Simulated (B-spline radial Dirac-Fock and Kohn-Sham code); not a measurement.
# What relativity does to the binding energies of Nb¹⁶⁺

System: the Nb¹⁶⁺ ion, [Ar] 3d7.

Both columns are ΔSCF binding energies of the configuration average from a radial B-spline solver: non-relativistic Hartree-Fock with a point nucleus, and Dirac-Fock with a finite nucleus and the Coulomb interaction alone, averaged over the two j levels with weights 2j+1.

```csv
shell,Hartree-Fock (eV),Dirac-Fock (eV),shift (eV),shift (%)
1s,19076.0,19523.7,+447.69,+2.35
2s,3079.8,3186.7,+106.86,+3.47
2p,2857.5,2886.8,+29.32,+1.03
3s,873.8,897.0,+23.18,+2.65
3p,787.1,794.6,+7.49,+0.95
3d,642.3,640.2,-2.11,-0.33
```

Relativity binds 1s, 2s, 2p, 3s, 3p more strongly, among those listed most of all 2s in relative terms, and 3d more weakly, because the contracted s and p shells screen the nucleus better.

Values without a named source are computed, but for edge energies of neutral atoms, which are taken from tables.
